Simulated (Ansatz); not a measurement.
H6InN, SMILES `[NH3+][InH3-]`, relaxed with RKS PBE-D4/def2-SVP in the Gaussian-basis code of Ansatz from a rough embedded geometry. The force threshold is 0.03 eV/Å; the program also tests the step.

The species carries charge 0 and has multiplicity 1. In: def2 effective core potential.

Start:

```xyz
8

N     0.894   -0.070    0.652
In   -0.777    0.091   -0.541
H     1.691    0.484    0.380
H     0.689    0.155    1.597
H     1.257   -1.104    0.674
H    -2.088   -1.011    0.045
H    -1.339    1.813   -0.524
H    -0.326   -0.359   -2.282
```

(1) How much energy does the relaxation release, and in how many steps? (An estimate is asked.)

(2) Which bonds change most? (Best estimate.)

(3) Give the relaxed structure. (Best estimate.)

Answers

(1) The calculation gave: 20.69 kcal/mol, in 4 steps.

(2) The calculation gave: N1–In2 from 2.059 to 2.423 Å; In2–H8 from 1.853 to 1.755 Å; N1–H5 from 1.097 to 1.029 Å; In2–H7 from 1.812 to 1.755 Å.

(3) The calculation gave: 
```xyz
8

N     0.915   -0.109    0.670
In   -1.031    0.124   -0.755
H     1.689    0.491    0.356
H     0.703    0.149    1.643
H     1.262   -1.077    0.678
H    -2.028   -1.033    0.109
H    -1.273    1.837   -0.463
H    -0.237   -0.381   -2.237
```
